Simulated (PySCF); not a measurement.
AlClH4O2Si, SMILES [OH][Al]([OH])[SiH2]Cl. Atoms are numbered in the order given.

```xyz
9

Si    -1.2958    -0.4121    -0.1810
Cl    -1.6559     1.6640    -0.2385
Al     1.1094    -0.6232     0.1581
O      1.7630    -2.1922     0.2650
O      2.1442     0.7284     0.2900
H     -1.8021    -0.9830    -1.4605
H     -2.1364    -0.9756     0.9123
H      2.6972    -2.3949     0.3956
H      1.8530     1.6472     0.2456
```

Geometry: TPSSh-D3(BJ)/def2-SVP. The structure was generated by enumeration; whether it is a known compound was not checked. The values are those of a single conformer.

Two levels are set side by side: PBE/pcSseg-1 (PySCF) and PBE0/pcSseg-1 (PySCF). GIAO shifts against H2O (¹⁷O), HCl (³⁵Cl), TMS (²⁹Si), TMS (¹H) at the same level; non-relativistic, no solvent, atoms listed together averaged. Without spin–orbit terms, shifts of atoms bonded to Cl or Br come out too high at both levels. Differences are taken from unrounded values.

```json
[
 {"quantity": "δ(²⁹Si) of Si1 (ppm)", "PBE0": "-34.7"},
 {"quantity": "δ(³⁵Cl) of Cl2 (ppm)", "PBE0": "-116.4"},
 {"quantity": "δ(¹H) of H6, H7 (ppm)", "PBE0": "5.31"}
]
```

Task: What does PBE give, and how far is it from PBE0? (Estimate from the structure and the level; the computed values follow.)

Result: 
| quantity | PBE | PBE minus PBE0 |
|---|---|---|
| δ(²⁹Si) of Si1 (ppm) | -35.5 | -0.8 |
| δ(³⁵Cl) of Cl2 (ppm) | -106.3 | 10.0 |
| δ(¹H) of H6, H7 (ppm) | 5.49 | 0.17 |

Rough cost on one machine, each run with all the roots and properties that it gave: PBE0 against PBE within a factor of 2.
